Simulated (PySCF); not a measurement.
## Calculated properties of `CC#C[SiH2]N[SiH3]`

Species: C₃H₉NSi₂.
Bonds: C1–C2, C2–C3 (triple), C3–Si4, Si4–N5, N5–Si6. Hydrogens: H7, H8, H9 on C1; H10, H11 on Si4; H12 on N5; H13, H14, H15 on Si6.

Among its groups: alkyne, Si–H bond and C–Si bond.

**GFN2-xTB geometry**

- Rotational constants A, B, C of the GFN2-xTB geometry: 7.923, 0.751, 0.700 GHz

CAM-B3LYP/def2-SVPD ground state and vertical TDDFT (core frozen in the response) (PySCF):

- Dipole moment: 1.97 D
- HOMO energy: -8.66 eV
- LUMO energy: 0.75 eV
- HOMO–LUMO gap: 9.41 eV
- Lowest singlet excitation: 6.01 eV (206 nm, f = 0.000)
- Lowest triplet excitation (Tamm–Dancoff): 5.10 eV
- Static isotropic polarisability: 95.8 au
- Electronic spatial extent ⟨r²⟩ about the centre of nuclear charge: 1621 bohr²

Monoisotopic mass from the formula: 115.0274 u.

With B = h/(8π²I), that is 505.379 GHz u Å² over I, the principal moments of inertia are 63.8, 673.0 and 721.8 u Å² (most abundant isotopes); the inertial defect Ic − Ia − Ib is -15.0 u Å² (zero for a rigid planar frame, negative otherwise). No computed singlet falls in the visible range (750 to 380 nm, 1.65 to 3.26 eV); S1 lies 2.75 eV above its blue end. The polarisability is 14.20 Å³ as a volume (1 au = 0.148185 Å³), or 1.55 au for each of the 62 electrons. The dipole equals about 6.6 × 10⁻³⁰ C·m (1 D = 3.33564 × 10⁻³⁰ C·m). The vertical singlet–triplet gap S1 − T1 is 0.91 eV (TDDFT singlet less Tamm–Dancoff triplet). The largest Löwdin shares of the HOMO are 0.53 on N5, 0.11 on Si4, 0.10 on Si6 and 0.06 on H14.

Geometry: GFN2-xTB, one conformer, isolated molecule.

The values belong to the conformer `[CH3:1][C:2]#[C:3][SiH2:4][NH:5][SiH3:6]`: C3–Si4–N5–Si6 177°.
